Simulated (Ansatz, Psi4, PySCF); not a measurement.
Li₂ (SMILES [Li][Li]), singlet, geometry from GFN2-xTB (such geometries of metal compounds can be far from the true shape). Base run: PBE0/def2-SVPD run with PySCF.

Geometry (Å):
```xyz
2

Li     0.0000     0.0000    -1.1496
Li     0.0000     0.0000     1.1496
```
Charge 0, spin multiplicity 1.
All else is at PySCF's defaults.

The same geometry, method and basis name were run in Ansatz (a first-principles code) and Psi4 and PySCF, at each program's defaults and at the settings that a row names. The base is PySCF at its defaults. Differences at the defaults can come from grids, fitting, cores and function types together.

| code and settings | ΔE vs base (µEh) | basis functions | E (Eh) | SCF cycles |
|---|---|---|---|---|
| PySCF, defaults (exact integrals, its default grid, spherical functions) | 0.0 | 24 | -14.94156 | 6 |
| Psi4, defaults (density fitting with its default set, its default grid, spherical functions) | -8.7 | 24 | -14.94156 | 6 |
| Ansatz, defaults (factorised integrals, its default grid, spherical functions) | -0.1 | 24 | -14.94156 | - |
| PySCF, density fitting with def2-universal-jkfit | -8.7 | 24 | -14.94156 | 6 |
| PySCF, fine grid | 0.0 | 24 | -14.94156 | 6 |
| Psi4, exact integrals, spherical functions, fine grid | -0.1 | 24 | -14.94156 | 7 |
| Ansatz, high accuracy | 0.0 | 24 | -14.94156 | - |
